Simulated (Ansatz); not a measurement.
The B1–I3 bond of BHI2 (SMILES IBI) is stretched (multiplicity 1, the rest rigid).
Geometry at rest (charge 0, multiplicity 1):
```xyz
4

B     -0.70417    -0.42699    -0.46385
H     -1.58316    -0.95997    -1.04285
I     -0.40433     1.64312    -0.76703
I      0.50063    -1.58472     0.83046
```

Correlated levels freeze the cores. Filled d and f shells under p-block atoms count as core.

The values were computed with Ansatz (a quantum-chemistry and plane-wave program). Each number belongs to the level named beside it. In def2 rows elements past Kr take small-core potentials, without spin–orbit coupling.

Energies above the point at 2.114 Å (the B3LYP-D3(BJ) bond length), FIC-MRCISD+Q on CASSCF(6,4)/def2-TZVPP (kcal/mol): 10.89 at 1.902 Å; 5.86 at 2.325 Å; 86.14 at 6.763 Å.

Question: Take the last value as the depth D of a Morse curve D(1 − e^(−a(R − R₀)))², fit a and R₀ to the two near points, and test it at 2.853 and 3.699 Å.

Answer: 
With D = 86.1, both near points (counted from the curve's value at 2.114 Å) are met by a = 1.44 Å⁻¹ and R₀ = 2.114 Å, so k = 2Da² = 355 kcal/(mol Å²). The curve then gives 36.9 and 69.3 kcal/mol; the level itself gives 38.2 and 74.9, so Morse is off by -1.4 and -5.5.

Doubts at one or more of the structures used: active orbitals that take no part (FIC-MRCISD+Q on CASSCF(6,4)/def2-TZVPP).
